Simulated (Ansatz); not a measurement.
Geometry optimisation, RKS PBE/def2-SVP (Ansatz).

The input (input.yaml):

```yaml
crystal:
  periodic: [false, false, false]
  atoms:
    - { symbol: S, position_ang: [-0.49, 1.7827, -0.956] }
    - { symbol: B, position_ang: [-0.0317, 0.595, 0.361] }
    - { symbol: C, position_ang: [0.4571, -0.8433, -0.067] }
    - { symbol: Cl, position_ang: [-0.8861, -1.72971, -0.89594] }
    - { symbol: H, position_ang: [-1.8658, 1.3591, -0.9714] }
    - { symbol: H, position_ang: [-0.1024, 0.9252, 1.4983] }
    - { symbol: H, position_ang: [1.32341, -0.80892, -0.6735] }
    - { symbol: H, position_ang: [0.66276, -1.46235, 0.89923] }
basis:
  gaussian: { orbitals: def2-SVP }
hamiltonian:
  xc: pbe
relax:
  f_tol: 0.015
  max_steps: 40
```

Launched with:

```bash
$ ansatz run input.yaml --threads 1 --pin off --max-ram 2048MiB --backend cpu --events-out ev --progress --plain --runs-dir out
```

Where does it end, and by what steps?

The forces met the threshold. After 14 steps the energy has fallen by 1.297 eV; S1 moved furthest, 0.88 Å.

```json
{"step": "0", "energy less start (eV)": "0.0000", "largest force component (eV/Å)": "3.239", "accepted": "yes"}
{"step": "1", "energy less start (eV)": "-0.2096", "largest force component (eV/Å)": "0.873", "accepted": "yes"}
{"step": "2", "energy less start (eV)": "-0.2495", "largest force component (eV/Å)": "0.241", "accepted": "yes"}
{"step": "3", "energy less start (eV)": "-0.3302", "largest force component (eV/Å)": "0.599", "accepted": "yes"}
{"step": "4", "energy less start (eV)": "-0.5127", "largest force component (eV/Å)": "0.845", "accepted": "yes"}
{"step": "5", "energy less start (eV)": "-0.7627", "largest force component (eV/Å)": "1.077", "accepted": "yes"}
{"step": "6", "energy less start (eV)": "-1.0207", "largest force component (eV/Å)": "1.162", "accepted": "yes"}
{"step": "7", "energy less start (eV)": "-1.1181", "largest force component (eV/Å)": "1.070", "accepted": "yes"}
{"step": "8", "energy less start (eV)": "-1.2190", "largest force component (eV/Å)": "0.220", "accepted": "yes"}
{"step": "9", "energy less start (eV)": "-1.2555", "largest force component (eV/Å)": "0.407", "accepted": "yes"}
{"step": "10", "energy less start (eV)": "-1.2031", "largest force component (eV/Å)": "0.872", "accepted": "no"}
{"step": "11", "energy less start (eV)": "-1.2876", "largest force component (eV/Å)": "0.143", "accepted": "yes"}
{"step": "12", "energy less start (eV)": "-1.2960", "largest force component (eV/Å)": "0.056", "accepted": "yes"}
{"step": "13", "energy less start (eV)": "-1.2969", "largest force component (eV/Å)": "0.015", "accepted": "yes"}
{"step": "14", "energy less start (eV)": "-1.2970", "largest force component (eV/Å)": "0.005", "accepted": "yes"}
```

```xyz
8
Properties=species:S:1:pos:R:3
S -1.155 1.770 -0.386
B 0.037 0.703 0.381
C 0.298 -0.802 -0.015
Cl -0.715 -1.476 -1.355
H -1.607 0.823 -1.274
H 0.700 1.181 1.281
H 1.362 -0.929 -0.310
H 0.147 -1.453 0.873
```

Whether the end is a true minimum wasn't checked by a vibrational analysis.

The run took 40 s on 1 thread of Intel(R) Xeon(R) Processor @ 2.70GHz, on a shared host, peak memory 0.15 GiB.
